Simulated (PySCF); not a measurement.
ClH5Si2, SMILES Cl[SiH2][SiH3].

Geometry: B3LYP-D3(BJ)/def2-SVP.

Method: B3LYP-D3(BJ)/def2-SVP run with PySCF 2.14.0.

Frequencies are harmonic and unscaled.

Question: Give all harmonic wavenumbers and intensities. (The exact figures need the calculation; the answer reports its results.)

Answer: 
```csv
mode,ν (cm⁻¹),IR (km/mol),Raman (Å⁴/amu),depolarisation,moving atoms (share of kinetic energy)
1,113,0.2,0.1,0.75,H 92 %
2,117,2.9,2.0,0.69,"Si 48 %, Cl 37 %, H 15 %"
3,361,21.1,0.0,–,H 96 %
4,413,11.4,20.8,0.19,"Si 73 %, H 20 %"
5,515,46.9,12.0,0.74,"H 58 %, Si 32 %, Cl 10 %"
6,543,24.6,6.7,0.56,"Si 47 %, Cl 32 %, H 22 %"
7,595,0.4,6.7,0.75,"H 78 %, Si 21 %"
8,707,5.4,24.1,0.75,H 97 %
9,816,392.6,4.6,0.68,"H 90 %, Si 9 %"
10,889,94.4,10.3,0.74,"H 89 %, Si 11 %"
11,938,11.5,41.0,0.75,H 97 %
12,941,40.6,26.3,0.75,H 97 %
13,954,106.6,1.8,0.61,H 96 %
14,2208,76.1,125.7,0.29,H 98 %
15,2221,61.0,358.1,0.03,H 98 %
16,2224,8.2,215.9,0.75,H 96 %
17,2225,92.0,97.3,0.50,H 96 %
18,2234,175.6,3.2,0.75,H 96 %
```
